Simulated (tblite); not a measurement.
C6H7F3S.
Geometry (GFN2-xTB, Å), atoms numbered from 1 in this order:
```
atom  x, y, z in Å
F1    -2.890   -0.069   -0.076
C2    -1.881   -0.884    0.269
F3    -1.971   -1.965   -0.523
F4    -2.133   -1.301    1.519
C5    -0.545   -0.210    0.155
C6    -0.076    1.047    0.909
C7     1.098    0.614    0.013
S8     2.688    1.439   -0.105
C9     0.071    0.393   -1.120
C10    0.826   -0.838    0.464
H11   -0.569    1.982    0.655
H12    0.064    0.951    1.983
H13    3.182    0.587   -1.002
H14    0.348   -0.305   -1.906
H15   -0.413    1.277   -1.525
H16    1.032   -1.076    1.504
H17    1.162   -1.631   -0.200
```

Computed values, GFN2-xTB/tblite, gas phase, harmonic and unscaled. Against measured fundamentals such values can be off by several per cent, at times by over 20. Modes of hydrogen on sulfur can be 10 to 20 % off. One conformer, not necessarily the lowest.

Harmonic wavenumbers (cm⁻¹): 33.0, 100.4, 101.6, 145.5, 238.0, 249.7, 302.2, 379.3, 382.3, 486.6, 500.3, 502.6, 568.1, 572.2, 676.3, 811.6, 866.5, 896.5, 921.9, 942.2, 975.2, 991.0, 1052.4, 1052.7, 1064.6, 1064.8, 1103.0, 1116.0, 1129.5, 1149.5, 1152.5, 1179.8, 1187.2, 1228.8, 1345.2, 1482.3, 1482.7, 1526.4, 2431.5, 3017.3, 3021.6, 3025.6, 3028.2, 3030.4, 3032.3.

A = 2969, B = 601.2, C = 600.1 MHz; mass 168.022 u (most abundant isotopes); point group Cs, symmetry number 1.

Task: Zero-point energy?

Result: Half the sum of the wavenumbers: 25774 cm⁻¹ = 308.32 kJ/mol.

Task: Entropy at 350 K, 1 bar (ideal gas, RRHO, classical rotation)?

Result: Translation 176.09, rotation 127.88, vibration 136.02: S = 440.0 J/(mol K).

Task: And Cp and H(350 K) − H(0)?

Result: Cp = 180.19 J/(mol K), of which vibrations give 146.94 (their classical limit is 45 R = 374.2); H(350 K) − H(0) = 36.75 kJ/mol without the zero-point energy, 25.11 from vibrations.

Task: Blend soft modes into free rotors: weight 1/[1 + (100 cm⁻¹/ν̃)⁴] for the oscillator and the rest for a rotor with moment μB/(μ + B), μ = h/(8π²ν), B = 10⁻⁴⁴ kg m². What vibrational entropy results?

Result: 125.11 J/(mol K) in place of 136.02, which changes −T·S at 350 K by +3.82 kJ/mol.

Task: What must be added to the electronic energy to get the Gibbs energy at 350 K and 1 bar?

Result: ZPE + [H(350 K) − H(0)] − T·S = 308.32 + 36.75 − 154.00 = 191.07 kJ/mol.

Task: Which modes carry the vibrational entropy at 350 K?

Result: 33.0 cm⁻¹: 24.93; 100.4 cm⁻¹: 15.73; 101.6 cm⁻¹: 15.63; 145.5 cm⁻¹: 12.71; 238.0 cm⁻¹: 8.82; 249.7 cm⁻¹: 8.45 J/(mol K); the other 39 give 49.74 together.

Hindered rotation and anharmonicity are outside this model. Other conformers, if any are populated, would add a mixing term that is left out.
